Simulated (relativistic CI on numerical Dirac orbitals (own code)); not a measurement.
Inner-shell lines of Hg⁵⁶⁺

Method of calculation: Dirac-Coulomb-Breit CI, orbitals from a KLI potential per configuration, model QED (radiative potential, 1s self-energy scaled to tabulated hydrogen-like ionisation energies), unscaled Slater integrals (own radial code, finite nucleus).

CI space (outside the closed core 1s2 2p6 3s2 3p6): 2s²3d⁶, 2s3d⁶4p. Levels of other configurations are missing.

The table holds the strongest lines. The upper levels have an inner-shell vacancy. Auger decay, open to those above the ionisation limit, is not computed, and radiative decays to configurations outside the model are missing too. Absolute energies can be off by a few tenths of a per cent, so close lines can change order. LS names give the leading component, which can be well under half, for lower levels too. Brackets number the levels in order of energy.

```csv
E (eV),Upper,Lower,A (s⁻¹),gA (s⁻¹)
15064.4,2s3d⁶4p ⁵F°5 [36],2s²3d⁶ ³F4 [1],1.63e+14,1.80e+15
15068.8,2s3d⁶4p ³H°6 [49],2s²3d⁶ ³G5 [8],1.17e+14,1.52e+15
15069.6,2s3d⁶4p ⁵F°5 [47],2s²3d⁶ ⁵D4 [5],1.45e+14,1.59e+15
15070.8,2s3d⁶4p ³I°7 [50],2s²3d⁶ ³H6 [7],1.68e+14,2.52e+15
15075.5,2s3d⁶4p ³G°5 [76],2s²3d⁶ ¹G4 [12],1.61e+14,1.78e+15
15076.5,2s3d⁶4p ⁵I°6 [114],2s²3d⁶ ³H5 [20],1.41e+14,1.83e+15
15078.6,2s3d⁶4p ³I°7 [119],2s²3d⁶ ¹I6 [21],1.69e+14,2.54e+15
15079.0,2s3d⁶4p ³G°5 [148],2s²3d⁶ ³F4 [27],1.64e+14,1.80e+15
15087.7,2s3d⁶4p ³H°5 [251],2s²3d⁶ ¹G4 [31],1.66e+14,1.83e+15
15249.9,2s3d⁶4p ³H°6 [178],2s²3d⁶ ³H6 [7],1.45e+14,1.89e+15
15254.5,2s3d⁶4p ³H°6 [284],2s²3d⁶ ¹I6 [21],1.30e+14,1.69e+15
15254.7,2s3d⁶4p ¹H°5 [285],2s²3d⁶ ¹I6 [21],1.69e+14,1.86e+15
15258.9,2s3d⁶4p ³G°5 [100],2s²3d⁶ ³F4 [1],1.63e+14,1.80e+15
15259.4,2s3d⁶4p ³H°5 [235],2s²3d⁶ ¹G4 [12],1.47e+14,1.62e+15
15261.7,2s3d⁶4p ³I°7 [193],2s²3d⁶ ³H6 [7],1.60e+14,2.40e+15
15263.6,2s3d⁶4p ³F°4 [382],2s²3d⁶ ³F3 [33],1.60e+14,1.44e+15
15264.1,2s3d⁶4p ³G°5 [376],2s²3d⁶ ¹G4 [31],2.00e+14,2.20e+15
15265.1,2s3d⁶4p ³I°7 [308],2s²3d⁶ ¹I6 [21],1.48e+14,2.23e+15
15265.2,2s3d⁶4p ⁵F°5 [185],2s²3d⁶ ⁵D4 [5],1.39e+14,1.53e+15
15266.7,2s3d⁶4p ³G°5 [347],2s²3d⁶ ³F4 [27],1.52e+14,1.67e+15
```
